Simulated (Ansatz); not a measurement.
Isomers of Sr6Te6 (singlet), relaxed with PBE0-D4/def2-SVP; total energies from Ansatz at PBE0-D4/def2-TZVP.

| isomer | description | energy (Eh) |
| --- | --- | --- |
| A | point group not assigned; 12 × Sr–Te 3.02 to 3.03 Å | -1793.14634 |
| B | point group not assigned; 12 × Sr–Te 3.02 to 3.03 Å | -1793.14634 |
| C | point group not assigned; 12 × Sr–Te 3.03 Å | -1793.14637 |

In the def2 sets Sr, Te take a core potential; there is no spin–orbit coupling.

The isomers come from a short search, and lower ones may exist.

Problem. Work out the relative energies (1 Eh = 2625.5 kJ/mol) and the Boltzmann populations at 800 K from electronic energies alone (R = 8.314 J/mol/K).

Solution. ΔE: A 0.1, B 0.1, C 0.0 kJ/mol. RT = 6.65 kJ/mol. Factors exp(−ΔE/RT): A 0.985, B 0.985, C 1; sum 2.970. Populations: A 33.2 %, B 33.2 %, C 33.7 %. Zero-point energy, vibrational entropy and symmetry numbers are left out and can shift these; an error of 4 kJ/mol changes a ratio by a factor of 1.8. Over the other density-functional and correlated levels in def2 sets, the gap between C and A ranges from 0 to 1 kJ/mol.
